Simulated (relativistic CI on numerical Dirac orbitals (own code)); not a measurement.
## Slater and spin-orbit integrals, Pd⁶⁺

Method of calculation: Dirac-Coulomb-Breit CI, KLI orbitals optimised for each configuration, QED by a radiative potential, unscaled Slater integrals (own radial code, finite nucleus).

Slater integrals F^k, G^k are unscaled and averaged over j, outside the closed core [Ar] 3d10; ζ comes from projecting the Hamiltonian with its Breit term on Σ l·s of the shell.

- 4s2 4p6 4d4: F^2(4d,4d) = 87235, F^4(4d,4d) = 58150, ζ(4d) = 2101.3 cm⁻¹; <r>(4d) = 1.166, <r^2>(4d) = 1.569 (bohr units).
- 4s2 4p6 4d3 5s: F^2(4d,4d) = 88585, F^4(4d,4d) = 59116, ζ(4d) = 2212.6, G^2(4d,5s) = 17731 cm⁻¹; <r>(4d) = 1.148, <r^2>(4d) = 1.521, <r>(5s) = 2.003, <r^2>(5s) = 4.469 (bohr units).
- 4s2 4p6 4d3 4f: F^2(4d,4d) = 88001, F^4(4d,4d) = 58685, ζ(4d) = 2190.1, F^2(4d,4f) = 61001, F^4(4d,4f) = 38070, G^1(4d,4f) = 71795, G^3(4d,4f) = 43742, G^5(4d,4f) = 30592, ζ(4f) = -40.873 cm⁻¹; <r>(4d) = 1.156, <r^2>(4d) = 1.541, <r>(4f) = 1.773, <r^2>(4f) = 3.726 (bohr units).

(1) Give the Racah parameters of the d shell in 4s2 4p6 4d4.

In this model ζ of a weakly bound d, f or g electron outside closed shells comes out too small, for d by up to a factor of two or three and at times with the wrong sign; that of an outer p electron is too small as well.

Averages of the first 10 configurations, taken without configuration mixing, which lowers the lowest level and can move excited configurations by several eV; other configurations of the list can lie among them:

| Configuration | Parity | States | Average energy above the lowest level (eV) |
| --- | --- | --- | --- |
| 4s2 4p6 4d4 | even | 210 | 4.9 |
| 4s2 4p6 4d3 5s | even | 240 | 31.6 |
| 4s2 4p6 4d3 4f | odd | 1680 | 55.6 |
| 4s2 4p5 4d5 | odd | 1512 | 61.8 |
| 4s2 4p6 4d3 5p | odd | 720 | 42.3 |
| 4s2 4p6 4d3 5d | even | 1200 | 57.9 |
| 4s 4p6 4d5 | even | 504 | 102.7 |
| 4s2 4p6 4d3 6s | even | 240 | 64.1 |
| 4s2 4p6 4d3 6p | odd | 720 | 68.7 |
| 4s2 4p6 4d2 5s 5p | odd | 540 | 71.6 |

Answers

(1) B = F²/49 − 5F⁴/441 = 1121 cm⁻¹ and C = 35F⁴/441 = 4615 cm⁻¹.
